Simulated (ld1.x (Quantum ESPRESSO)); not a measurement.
antimony (Sb): one change to a PAW potential, before and after

```
Element                 : Sb
Generator               : ld1.x (Quantum ESPRESSO) 7.5
Type                    : PAW
Functional              : PBEsol
Relativity              : scalar-relativistic
Frozen core             : [Kr]
Valence charge          : 15
Reference configuration : 4d10 5s2 5p1 (charge +2)
Partial waves           : 5s (bound): rcut 1.65, rcutus 2.15 bohr; 5s channel at 3.2 Ry: rcut 1.65, rcutus 2.15 bohr; 5p (bound): rcut 2.00, rcutus 2.55 bohr; 5p channel at 0.85 Ry: rcut 2.00, rcutus 2.55 bohr; 4d (bound): rcut 1.05, rcutus 1.15 bohr; 4d channel at -2.7 Ry: rcut 1.05, rcutus 1.15 bohr
Local potential         : all-electron potential smoothed inside 2.35 bohr (lloc = -1)
Core correction         : Bessel-smoothed model core inside 0.95 bohr
Augmentation charge     : PSQ, inside the norm-conserving radii
```

Change: reference 4d10 5s2 5p1.5.

Cutoffs: the cutoffs (Ry, on a coarse ladder) from which the occupation-weighted sum of valence levels, in a spherical-Bessel basis at the reference potential, stays within 10 and 1 mRy of its value at 400 Ry; they do not see the model core or the augmentation charge, which bear on the density cutoff. Errors are all-electron minus pseudo energies relative to the spin-unpolarised reference configuration.

Task: What does the change do?

Result: The potential gets neither clearly harder nor softer (110 Ry and 200 Ry → 110 Ry and 200 Ry); neither file shows a bound ghost.

```tsv
quantity	base	changed
cutoff, loose	110 Ry	110 Ry
cutoff, tight	200 Ry	200 Ry
bound ghosts	none	none
largest error over its own tests, meV	-79	-91
s: phases at 2.75 bohr within 0.05 rad from the reference energy up to (Ry; the scan ends near 5)	to the end of the scan	to the end of the scan
p: phases at 2.75 bohr within 0.05 rad from the reference energy up to (Ry; the scan ends near 5)	2.6	2.9
d: phases at 2.75 bohr within 0.05 rad from the reference energy up to (Ry; the scan ends near 5)	4.5	4.8
lowest overlap eigenvalue by channel	s 0.62, p 0.51, d 0.99	s 0.63, p 0.52, d 0.99
```
